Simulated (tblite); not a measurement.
Species: C3H10B3F3Si.
Bonds: C1–B2, B2–C3, B2–B4, B4–B5, B5–Si6, Si6–C7, C7–F8, C7–F9, C7–F10. Hydrogens: H11, H12, H13 on C1; H14, H15, H16 on C3; H17 on B4; H18 on B5; H19, H20 on Si6.

Computed with GFN2-xTB (tblite), gas phase: L-BFGS steps from a force-field or distance-geometry start until the largest atomic force falls under 0.01 eV/Å.

The end geometry, which sets the zero of energy:
```
atom  x, y, z in Å
C1     -2.9268   -1.2648   -0.4507
B2     -1.6540   -0.3349   -0.5925
C3     -1.8864    1.2284   -0.4888
B4     -0.1450   -0.9221   -0.8427
B5      0.8354   -1.1042    0.3933
Si6     1.9269    0.4090    1.0013
C7      3.3044    0.6451   -0.3751
F8      4.0229   -0.4816   -0.5914
F9      4.2050    1.6093   -0.1002
F10     2.7678    0.9698   -1.5756
H11    -2.7117   -2.2608   -0.0706
H12    -3.3610   -1.4006   -1.4419
H13    -3.7088   -0.8268    0.1667
H14    -2.8432    1.5418   -0.9024
H15    -1.9055    1.4954    0.5689
H16    -1.1057    1.8306   -0.9472
H17     0.1287   -1.1280   -1.9637
H18     0.9182   -2.0892    1.0289
H19     2.7743    0.3257    2.2059
H20     1.3593    1.7687    1.0328
```

Question: These geometries come from the run, each turned onto the end geometry. Order them by energy, lowest first.
A.
```
atom  x, y, z in Å
C1     -2.9232   -1.2721   -0.4365
B2     -1.6618   -0.3295   -0.5972
C3     -1.8912    1.2337   -0.4886
B4     -0.1523   -0.9022   -0.8698
B5      0.8274   -1.0841    0.3675
Si6     1.9284    0.4109    1.0036
C7      3.3134    0.6366   -0.3670
F8      4.0717   -0.4749   -0.5178
F9      4.1772    1.6444   -0.1326
F10     2.7803    0.8846   -1.5878
H11    -2.6865   -2.2686   -0.0702
H12    -3.3785   -1.4057   -1.4186
H13    -3.6954   -0.8507    0.2044
H14    -2.8228    1.5562   -0.9488
H15    -1.9643    1.4912    0.5690
H16    -1.0859    1.8343   -0.9046
H17     0.1111   -1.0988   -1.9948
H18     0.8937   -2.0782    0.9913
H19     2.7792    0.3069    2.2054
H20     1.3746    1.7769    1.0481
```
B.
```
atom  x, y, z in Å
C1     -2.7592   -1.2323   -0.1769
B2     -1.7817   -0.0650   -0.6439
C3     -2.4567    1.3583   -0.8486
B4     -0.2325   -0.4981   -0.9369
B5      0.8151   -0.8448    0.2087
Si6     2.2459    0.1316    1.1158
C7      3.6183    0.5480   -0.2431
F8      4.7884   -0.1077   -0.0750
F9      3.9341    1.8598   -0.3050
F10     3.2055    0.2180   -1.4931
H11    -2.2600   -2.1499    0.1320
H12    -3.4216   -1.4890   -1.0038
H13    -3.4108   -0.9150    0.6366
H14    -3.2828    1.2709   -1.5587
H15    -2.9079    1.7034    0.0848
H16    -1.7987    2.1482   -1.2125
H17    -0.0457   -0.8372   -2.0448
H18     0.6651   -1.9377    0.6212
H19     3.0839   -0.6005    2.0824
H20     1.9959    1.4499    1.7158
```
C.
```
atom  x, y, z in Å
C1     -2.9202   -1.2461   -0.3507
B2     -1.7118   -0.2544   -0.5342
C3     -2.0523    1.2862   -0.5589
B4     -0.1946   -0.8213   -0.8724
B5      0.8629   -1.1097    0.2836
Si6     2.0234    0.2987    1.0041
C7      3.4214    0.6318   -0.3362
F8      4.4787   -0.1851   -0.1420
F9      3.9380    1.8761   -0.3290
F10     3.0201    0.4172   -1.6128
H11    -2.5994   -2.2503   -0.1061
H12    -3.4843   -1.2684   -1.2741
H13    -3.6237   -0.9078    0.4036
H14    -2.8314    1.4808   -1.2829
H15    -2.4476    1.6235    0.3974
H16    -1.2306    1.9404   -0.8182
H17    -0.0302   -1.0073   -2.0276
H18     0.9786   -2.1238    0.8681
H19     2.8956   -0.0251    2.1432
H20     1.5020    1.6555    1.2000
```
D.
```
atom  x, y, z in Å
C1     -2.9543   -1.2565   -0.4418
B2     -1.6607   -0.3560   -0.5842
C3     -1.8569    1.2118   -0.4545
B4     -0.1545   -0.9297   -0.8729
B5      0.8367   -1.0984    0.3561
Si6     1.9087    0.4253    0.9793
C7      3.3082    0.6378   -0.3801
F8      4.1491   -0.4200   -0.4263
F9      4.0848    1.7216   -0.1861
F10     2.8119    0.7595   -1.6333
H11    -2.7544   -2.2771   -0.1243
H12    -3.4352   -1.3258   -1.4186
H13    -3.6900   -0.8246    0.2342
H14    -2.7322    1.5660   -0.9955
H15    -2.0356    1.4546    0.5922
H16    -0.9981    1.7937   -0.7783
H17     0.1143   -1.1010   -2.0011
H18     0.9669   -2.0943    0.9700
H19     2.7497    0.3412    2.1890
H20     1.3362    1.7827    1.0315
```
E.
```
atom  x, y, z in Å
C1     -2.9518   -1.2351   -0.4280
B2     -1.6520   -0.3429   -0.5798
C3     -1.8520    1.2211   -0.4312
B4     -0.1590   -0.9438   -0.8805
B5      0.8436   -1.1455    0.3343
Si6     1.9046    0.3891    0.9475
C7      3.3293    0.6500   -0.3792
F8      4.2871   -0.3012   -0.2959
F9      3.9729    1.8305   -0.2798
F10     2.8646    0.5930   -1.6513
H11    -2.7593   -2.2738   -0.1698
H12    -3.4760   -1.2482   -1.3840
H13    -3.6561   -0.8310    0.2973
H14    -2.6504    1.5807   -1.0783
H15    -2.1720    1.4445    0.5864
H16    -0.9646    1.8151   -0.6348
H17     0.0999   -1.1138   -2.0114
H18     0.9504   -2.1375    0.9543
H19     2.7145    0.3154    2.1772
H20     1.3212    1.7441    0.9620
```

Answer: A (0.002 eV), D (0.009 eV), E (0.016 eV), C (0.077 eV), B (0.148 eV).

In the order of the answer:

| step | E above end (eV) | largest force (eV/Å) | rms force component (eV/Å) | rms distance from end (Å) | rms bond change (Å) | bond most changed (Å) |
| --- | --- | --- | --- | --- | --- | --- |
| 123 | 0.002 | 0.03 | 0.009 | 0.044 | 0.000 | B2–B4 -0.001 |
| 113 | 0.009 | 0.09 | 0.026 | 0.112 | 0.001 | B5–Si6 +0.002 |
| 98 | 0.016 | 0.04 | 0.014 | 0.207 | 0.001 | Si6–C7 +0.003 |
| 61 | 0.077 | 0.47 | 0.123 | 0.327 | 0.006 | B2–B4 +0.016 |
| 31 | 0.148 | 0.15 | 0.047 | 0.669 | 0.005 | Si6–C7 +0.014 |

The cost below is that of the whole relaxation. Time: 2.3 s of wall time. Hardware: one thread, Arm Neoverse N1 (aarch64), no GPU, shared host.
